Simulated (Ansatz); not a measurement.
Gas-phase electronic energies from Ansatz, PBE0-D4/def2-TZVP geometries. CBS: MP2 limit from def2 TZ/QZ plus the TZ coupled-cluster correction, frozen cores. This one scheme is used for every species. Functionals use def2-TZVPP. One conformer a species, not always the lowest.

Consider the hydrogenolysis of a C–O bond: `OC(F)(Cl)O[SiH3]` + H₂ → `OC(F)Cl` + `O[SiH3]`.

```tsv
level	ΔE (kJ/mol)
BLYP	-79.4
CAM-B3LYP	-70.3
HF/def2-SVP	-62.7
MP2/CBS(def2)	-64.9
```

(1) What does CCSD(T)/CBS give? (An estimate is asked.)

Largest T1 diagnostic among the species: 0.012.

## Answers

(1) Ansatz gave: -65.2 kJ/mol. The listed levels differ from it by -14.2, -5.1, 2.5, 0.3 kJ/mol.

Leaving LDA and LC-ωPBE aside and taking each functional with its dispersion term where it has one, the values, not all of them listed here, spread over 14.9 kJ/mol, from B2PLYP to revPBE-D4. LDA lies +20.7 kJ/mol from PBE without D4. The D4 term adds +14.5 kJ/mol with B3LYP and +7.9 kJ/mol with PBE0; it sums over pairs of atoms, weighted by their polarisabilities, and B3LYP, whose exchange is more repulsive, gets the larger term.

CCSD(T)/CBS has its own doubt, a few kJ/mol and more with outer-core shells, so smaller differences from it don't rank the levels.

B3LYP here is the variant with VWN-RPA as its local correlation; programs differ in this.
